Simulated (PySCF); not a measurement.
RbI, SMILES [Rb][I].

Geometry: B3LYP-D3(BJ)/def2-TZVPD. The def2 effective core potentials stand for the cores of I, Rb; spin–orbit coupling is left out.

These are PySCF with TDDFT-PBE/def2-TZVPD values and carry that method's errors.

Vertical excitations; the highest root listed may be one member of a degenerate set. Gas-phase values at a fixed geometry. State labels are in the subgroup C2v.

```csv
state,symmetry,energy (eV),λ (nm),f,main pairs
S1,B1,2.29,542,0.005,HOMO−1→LUMO (degenerate set)
S2,B2,2.29,542,0.005,HOMO→LUMO (degenerate set)
S3,A1,2.77,447,0.143,HOMO−2→LUMO 98 %
S4,A1,3.82,324,0.000,"HOMO−1→LUMO+1, HOMO→LUMO+2 (degenerate set)"
S5,A2,3.82,324,0.000,"HOMO−1→LUMO+2, HOMO→LUMO+1 (degenerate set)"
S6,A2,3.84,323,0.000,"HOMO→LUMO+1 50 %, HOMO−1→LUMO+2 50 %"
S7,A1,3.85,322,0.010,"HOMO→LUMO+2 49 %, HOMO−1→LUMO+1 49 %"
S8,B2,4.00,310,0.038,HOMO→LUMO+3 (degenerate set)
S9,B1,4.00,310,0.038,HOMO−1→LUMO+3 (degenerate set)
S10,B2,4.08,304,0.023,HOMO−2→LUMO+2 100 %
T1,B2,2.24,553,0,HOMO→LUMO (degenerate set)
T2,B1,2.24,553,0,HOMO−1→LUMO (degenerate set)
T3,A1,2.44,508,0,HOMO−2→LUMO 100 %
T4,A1,3.79,327,0,"HOMO−1→LUMO+1 50 %, HOMO→LUMO+2 50 %"
```
Triplets are in the Tamm–Dancoff approximation, which puts them higher than full response would, so one can lie above its singlet here.
